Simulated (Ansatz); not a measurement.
The first iterations of a band of Cl$_{2}$H$_{5}$HfNO$_{2}$ (11 atoms, charge 0, multiplicity 1).

Theory: RKS PBE0-D4/def2-SVP in Ansatz 0.2.0.

```json
{"movable images": "7", "climbing image": "yes", "spring": "5.0 eV/Å²", "optimiser": "quadratic models (default)", "start path": "through a guess of the saddle point", "force threshold": "0.05 eV/Å", "iteration limit": "60", "end points": "relaxed"}
```

First end point:

```xyz
11
Properties=species:S:1:pos:R:3
Hf 0.141 -0.014 0.181
Cl -0.088 0.483 2.525
Cl 2.106 0.390 -1.091
N -0.989 1.499 -0.533
H -1.810 1.908 -0.090
H -0.801 2.013 -1.392
O -0.871 -1.593 -0.406
H -1.634 -1.638 -0.988
O 1.220 -1.925 1.140
H 0.647 -2.641 0.824
H 1.199 -1.953 2.105
```

Last end point:

```xyz
11
Properties=species:S:1:pos:R:3
Hf 0.031 -0.578 -0.453
Cl 1.229 0.874 2.730
Cl 2.097 -0.046 -1.509
N -0.983 1.088 0.037
H -1.797 1.504 -0.407
H -0.702 1.657 0.836
O -1.068 -1.551 -1.668
H -1.472 -2.051 -2.375
O 0.410 -1.572 1.218
H 0.469 -2.461 1.576
H 0.908 -0.334 2.292
```

| iteration | highest image above the first end (eV) | largest band force component (eV/Å) |
| --- | --- | --- |
| 1 | 8.520 | 48.671 |
| 2 | 1.911 | 3.508 |
| 3 | 1.089 | 2.003 |
| 4 | 0.988 | 1.837 |
| 5 | 0.890 | 2.294 |
| 6 | 0.840 | 1.081 |

Problem. Does the band converge within its limit, and where does its top end?

Solution. The forces met the threshold. It ended after 19 iterations with the highest image 0.814 eV above the first end. The top lies less than 8 meV above the higher end, about what the thresholds resolve: that end is a shoulder or a very shallow well. A vibrational analysis at the climbing image gives no mode beyond 40i cm⁻¹: the surface is too flat there to confirm a saddle point. The orbitals stay closed-shell, which can raise the energy where a bond breaks towards radicals; this wasn't checked here.

The run took 7.1 min on 4 threads of Arm Neoverse V1, on a shared host, peak memory 0.41 GiB.
